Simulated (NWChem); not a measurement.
## Lowest excitation of H₄OSi

```
Si
O 1 1.6658
H 2 0.9611 1 116.87
H 1 1.4874 2 106.27 3 180.00
H 1 1.4977 4 109.48 2 121.11
H 1 1.4977 4 109.48 5 117.78
```
Charge 0, spin multiplicity 1.

The numbers come from NWChem runs, not from measurements. The geometry was optimised at PBE0/def2-SVP, a minimum by its harmonic frequencies.

Basis set: aug-cc-pVDZ.

```tsv
method	lowest vertical singlet excitation energy (eV)	relative cost	difference from EOM-CCSD
TD-PBE	6.08	1	-1.07
CIS	8.26	under 3	+1.11
EOM-CCSD	7.15	under 3	0.00
TD-B3LYP	6.59	under 3	-0.55
TD-PBE0	6.77	under 3	-0.38
```

The values span 2.18 eV, from TD-PBE (lowest) to CIS (highest). The cost column gives rough processor time relative to TD-PBE; each entry includes its own SCF.

The correlated methods keep 6 core orbitals frozen. B3LYP has NWChem's definition, with VWN1-RPA local correlation. The structure started from a generated list of species. Differences from the coupled-cluster row are differences between methods, not errors against experiment.
